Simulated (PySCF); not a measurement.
1,3-thiazole-2-carbaldehyde (C4H3NOS), SMILES O=Cc1sccn1.

Geometry: PBE0-D3(BJ)/def2-SVP. One conformer was computed; it need not be the lowest.

The numbers are results of TDA-PBE/def2-SVPD run with PySCF 2.14.0, not measurements.

Vertical excitations.  State labels are in the subgroup Cs.

| state | symmetry | energy (eV) | λ (nm) | f | main pairs |
|---|---|---|---|---|---|
| S1 | A" | 3.11 | 399 | 0.000 | HOMO→LUMO 100 % |
| S2 | A" | 3.95 | 314 | 0.000 | HOMO−2→LUMO 99 % |
| S3 | A' | 4.55 | 272 | 0.156 | HOMO−1→LUMO 76 % |
| S4 | A" | 5.22 | 237 | 0.000 | HOMO→LUMO+1 100 % |
| S5 | A' | 5.27 | 235 | 0.124 | HOMO−3→LUMO 74 % |
| S6 | A' | 5.73 | 216 | 0.107 | HOMO→LUMO+2 89 % |
| S7 | A" | 6.10 | 203 | 0.001 | HOMO−2→LUMO+1 96 % |
| S8 | A" | 6.15 | 202 | 0.000 | HOMO−1→LUMO+2 97 % |
| S9 | A" | 6.31 | 197 | 0.002 | HOMO→LUMO+3 90 % |
| S10 | A" | 6.35 | 195 | 0.002 | HOMO−4→LUMO 94 % |
| T1 | A" | 2.67 | 464 | 0 | HOMO→LUMO 100 % |
| T2 | A' | 3.06 | 405 | 0 | HOMO−1→LUMO 98 % |
| T3 | A" | 3.58 | 346 | 0 | HOMO−2→LUMO 99 % |
| T4 | A' | 3.99 | 311 | 0 | HOMO−3→LUMO 98 % |
Triplets are in the Tamm–Dancoff approximation.
